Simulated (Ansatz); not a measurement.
System: ReO, net charge 0, quartet state. The spin state was set by rule; other spins were not relaxed. SMILES: [O]=[Re]
Geometry: optimised at B3LYP-D3(BJ)/def2-TZVP (Ansatz, an electronic-structure program).

Property: atomisation energy (electronic, to ground-state atoms), in kcal/mol. Cores are frozen in the correlated levels unless marked. Open shells are spin-unrestricted. No spin-orbit coupling. Frozen are the shells of the preceding noble gas and the d and f shells that filled before the atom's block. Past Kr the def2 sets carry scalar-relativistic core potentials. The coupled-cluster limit lacks core correlation, which all-electron functionals hold. Basis-set limits of correlation are two-point, X^-3; Hartree-Fock from the larger set.

| level | program | atomisation energy (kcal/mol) |
|---|---|---|
| BLYP-D4/def2-TZVPD | Ansatz + dftd4 | 133.3 |
| PBE0/def2-SVP | Ansatz | 107.6 |
| MP2/def2-QZVPPD | Ansatz | 90.8 |
| SCS-MP2/def2-TZVPP | Ansatz | 87.7 |
| SCS-MP2/def2-TZVPPD | Ansatz | 88.4 |
| CCSD/CBS(def2-TZVPP,def2-QZVPP) | Ansatz | 97.2 |
| CCSD(T)/CBS(def2-TZVPPD,def2-QZVPPD) | Ansatz | 109.2 |

The UHF reference is spin-contaminated (<S^2> 0.75 over the pure value in the largest basis). The T1 diagnostic of CCSD in the largest basis is 0.098, which is high, so the coupled-cluster rows are less sure than usual.
